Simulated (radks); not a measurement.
Values are calculated unless marked as measured or tabulated.
Removal energies from the bromine ion Br8+, [Ar] 3d9, by Delta-SCF beside the eigenvalue of the level emptied. Level of theory: scalar-relativistic Kohn-Sham, r2SCAN, spin-polarised, spherical densities, finite nucleus; meta-GGA in the generalised Kohn-Sham scheme; Fermi nuclear charge, rms radius of each element as measured or else 0.836 A^(1/3) + 0.57 fm (a radial shooting solver on a logarithmic mesh with Libxc functionals). Open shells are filled with parallel spins first.

removed from	final configuration	Delta-SCF (eV)	-eigenvalue (eV)
3d	[Ar] 3d8	227.75	210.41
3p	[Ne] 3s2 3p5 3d9	338.12	320.90
3s	[Ne] 3s1 3p6 3d9	405.23	387.93
2p	[He] 2s2 2p5 3s2 3p6 3d9	1735.6	1690.6
